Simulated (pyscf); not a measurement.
## 1,1-elimination: `[Cl][GeH]([Cl])[GeH3]` → `[Cl][GeH3]` + `[Cl][GeH]` [singlet]

Gas phase, singlet surface, charge 0. Bonds broken: Ge1–Ge2, Ge2–Cl3. Bonds formed: Ge1–Cl3. Structures and frequencies: ωB97X-D3(BJ)/def2-SVP in PySCF.

Transition state (Å):

```xyz
8

Ge    -0.7960    -1.3562     1.2105
Ge     0.7572     0.1526    -0.3592
Cl    -0.3345     1.0313     1.6196
Cl    -0.2896     1.2555    -1.9209
H      0.3148    -2.3794     1.4714
H     -1.6636    -1.2724     2.4811
H     -1.7031    -1.6262     0.0071
H      2.0754     0.9739    -0.2362
```

One imaginary mode, 247i cm⁻¹; descent along it reached the two sides named, in the forms told below.

```
bond     change  reactant side (Å)  saddle  product side
-------  ------  -----------------  ------  ------------
Ge1–Ge2  breaks              2.396     2.7           3.7
Ge2–Cl3  breaks              2.157   2.425           2.7
Ge1–Cl3   forms                3.7   2.466         2.210
```

Electronic energies relative to the reactant's lowest minimum found (eV):

| level | barrier | reaction energy | reverse barrier |
|---|---|---|---|
| ωB97X-D3(BJ)/def2-TZVP | 1.89 | +1.80 | 0.09 |
| PBE/def2-TZVP | 1.52 | +1.44 | 0.08 |
| r²SCAN/def2-TZVP | 1.71 | +1.66 | 0.05 |
| B3LYP-D3(BJ)/def2-TZVP | 1.66 | +1.41 | 0.25 |
| PBE0-D3(BJ)/def2-TZVP | 1.74 | +1.67 | 0.07 |
| M06-2X/def2-TZVP | 1.70 | +1.47 | 0.23 |
| ωB97M-D3(BJ)/def2-TZVP | 1.76 | +1.40 | 0.36 |
| HF/def2-TZVP | 2.18 | +1.23 | 0.95 |

With ωB97M-D3(BJ)/def2-TZVP energies and thermal terms (ideal gas, 1 atm, RRHO with modes under 100 cm⁻¹ raised to 100, one conformer, R ln 2 for chiral ones without a mode under 150 cm⁻¹), in eV:

```json
[
 {"T (K)": "298", "ΔH‡": "1.72", "ΔG‡": "1.75", "ΔH": "+1.32", "ΔG": "+0.86"},
 {"T (K)": "600", "ΔH‡": "1.70", "ΔG‡": "1.79", "ΔH": "+1.28", "ΔG": "+0.41"},
 {"T (K)": "900", "ΔH‡": "1.67", "ΔG‡": "1.84", "ΔH": "+1.23", "ΔG": "-0.02"},
 {"T (K)": "1200", "ΔH‡": "1.65", "ΔG‡": "1.90", "ΔH": "+1.18", "ΔG": "-0.42"}
]
```

On the product side the descent ends in a bound adduct (not fully relaxed), 0.50 eV under the separated species and 0.59 eV under the saddle at ωB97X-D3(BJ)/def2-TZVP. One saddle was located; it need not be the lowest between these sides. Elements up to Kr have no core potential and no relativistic terms here.
